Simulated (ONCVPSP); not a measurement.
## Pt (Z = 78), ONCV: configuration errors across variants

- Element: platinum
- Generator: ONCVPSP 4.0.1
- Type: optimised norm-conserving Vanderbilt (ONCV)
- Functional: PBE
- Relativity: fully relativistic
- Frozen core: [Kr] 4d10 4f14
- Valence charge: 18
- Reference configuration: 5s2 5p6 5d9 6s1
- Partial waves: 5s+6s: rc 1.45 bohr, ncon 3, nbas 6, qcut 7.1 1/bohr, 2 projectors; 5p: rc 1.30 bohr, ncon 4, nbas 7, qcut 7.4 1/bohr, 2 projectors, debl 3.7 Ha; 5d: rc 1.55 bohr, ncon 4, nbas 7, qcut 6.4 1/bohr, 1 projector
- Local potential: polynomial inside 0.85 bohr (lpopt 5, dvloc0 4 Ha)
- Core correction: Teter function, fcfact 3.75, rcfact 1.4

Open shells are filled in proportion to 2j + 1.

All-electron excitation energies from the reference (eV): (1) 5s2 5p6 5d9 6s0 9.211; (2) 5s2 5p6 5d8 6s0 29.192; (3) 5s2 5p6 5d7 6s0 61.406; (4) 5s2 5p6 5d10 6s0 -0.039.

A true bound ghost makes a file unfit for plane-wave use even where its test errors are small: the radial tests pick states by their node count and pass the ghost by.

Errors AE − PS in meV (a dash: test not solved or not reliable):

```csv
change,(1),(2),(3),(4),bound ghosts,GHOST(+) flags above zero
base,-1.6,+3.5,+14,-2.2,s,"p3/2, p1/2"
s: rc 1,+0.4,+5.2,+15,+0.1,s,"p3/2, p1/2"
s: rc 1.2,-0.6,+4.3,+15,-1.0,s,"p3/2, p1/2"
s: rc 1.64,-2.1,+3.1,+14,-2.8,s,"p3/2, p1/2"
s: rc 1.88,-2.6,+2.5,+13,-3.3,s,"p3/2, p1/2"
s: rc 2.12,-3.0,+2.0,+13,-3.6,s,"p3/2, p1/2"
```

Question: Give the same row for: s: rc 1.52.

Answer: -1.7, +3.4, +14, -2.4; bound ghosts: s; GHOST(+) flags above zero: p3/2, p1/2.
